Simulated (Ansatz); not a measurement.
Isolated molecules relaxed with PBE0-D4/def2-TZVP in Ansatz; ΔE leaves out vibrations. CBS: MP2 limit from def2 TZ/QZ plus the TZ coupled-cluster correction, frozen cores. This one scheme is used for every species. One conformer a species, not always the lowest.

`C=C(F)O[SiH3]` + HCl → `C=C(Cl)O[SiH3]` + H–F  (substitution at a C–F bond)

```csv
species,SCS-MP2/def2-QZVPP energy (Eh)
`C=C(F)O[SiH3]`,-543.02732
HCl,-460.33756
`C=C(Cl)O[SiH3]`,-903.00388
H–F,-100.36288
```

Question: Work out ΔE.

Answer: ΔE = (-903.00388) + (-100.36288) − (-543.02732) − (-460.33756) = -0.00188 Eh = -4.9 kJ/mol. CCSD(T)/CBS gives -4.0 kJ/mol.

Largest T1 diagnostic among the species: 0.012.

In def2-TZVPP, CCSD(T) changes the Hartree–Fock value by −26.4 kJ/mol (the triples alone add −4.8 kJ/mol) and MP2 by −38.4 kJ/mol. The D4 term adds −8.5 kJ/mol with B3LYP and −4.4 kJ/mol with PBE0; it sums over pairs of atoms, weighted by their polarisabilities, and B3LYP, whose exchange is more repulsive, gets the larger term.

B3LYP here is the variant with VWN-RPA as its local correlation; programs differ in this.
